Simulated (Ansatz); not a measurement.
Molecule: MnBr, charge 0, multiplicity 7. SMILES: [Br][Mn]
Structure (B3LYP-D3(BJ)/def2-TZVP (Ansatz, a quantum-chemistry and plane-wave program) minimum search):
```xyz
2

Mn     0.0000     0.0000    -1.4063
Br     0.0000     0.0000     1.0045
```
Charge 0, spin multiplicity 7.

Property: size of the dipole moment, in D. Conventions: six Cartesian d functions in 6-31G* and its kin unless marked 5d; non-relativistic; spin-orbit terms left out; LANL2DZ with its own core potentials from Na on; open shells spin-unrestricted. First-principles rows: single points at B3LYP-D3(BJ) geometries (Ansatz). The spin state of an ion or metal species was assumed, not searched.

| level | program | size of the dipole moment (D) |
|---|---|---|
| PBE/STO-3G | Ansatz | 1.83 |
| PBE/LANL2DZ | Ansatz | 2.28 |
| PBE/def2-SVP | Ansatz | 3.02 |
| BLYP/6-31G* | Ansatz | 3.27 |
| B3LYP/3-21G | Ansatz | 3.45 |
| B3LYP/6-31G | Ansatz | 4.19 |

No value to compare with is used here. The 6 habitual levels span 1.83 (PBE/STO-3G) to 4.19 D (B3LYP/6-31G).

The levels are drawn from those run, B3LYP/6-31G* more often than the rest, none by its result; runs whose electronic state is in doubt are left out.
